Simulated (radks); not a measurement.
Numerical settings for neutral cerium, [Xe] 4f1 5d1 6s2. All-electron calculation, scalar-relativistic Kohn-Sham, PBE, spin-unpolarised, spherical densities, finite nucleus; Fermi nuclear charge, rms radius 4.8771 fm. Program: a radial shooting solver on a logarithmic mesh with Libxc functionals. The defaults (mesh step 0.008 in ln r, mesh end at 40 bohr or more with all orbitals vanishing there, Anderson mixing 0.5 over 9 steps, residual threshold near 1e-9 with the energy settled to 1e-9 hartree or 1e-11 of itself, here a cap of 68 iterations) give E = -8860.0377 hartree and 5d at -3.060 eV in 15 iterations. Run on one thread of a shared host, so times are rough (Arm Neoverse V1): 0.15 s of CPU time, 0.15 s wall, 15 iterations on 2440 mesh points. One setting is changed at a time: mesh step in ln r 0.05; mesh step in ln r 0.12; mesh step in ln r 0.03; mesh end (bohr) 1; mesh end (bohr) 8; residual threshold 1e-13; residual threshold 1e-16; mixing 0.01; linear mixing, mixing 0.5; linear mixing, mixing 0.05; mixing history 2; iteration cap 8. Which runs fail to converge, and which converge to a wrong energy?

Answer. Not converged within the cap: mesh step in ln r 0.12; residual threshold 1e-16; linear mixing, mixing 0.05; iteration cap 8. Settled on a wrong energy, with an occupied level pushed above zero by the early mesh end: mesh end (bohr) 1 (+433 hartree). Apart from these: settings that end as converged yet miss the energy by more than 1 mhartree: mesh end (bohr) 8 (+0.024 hartree).
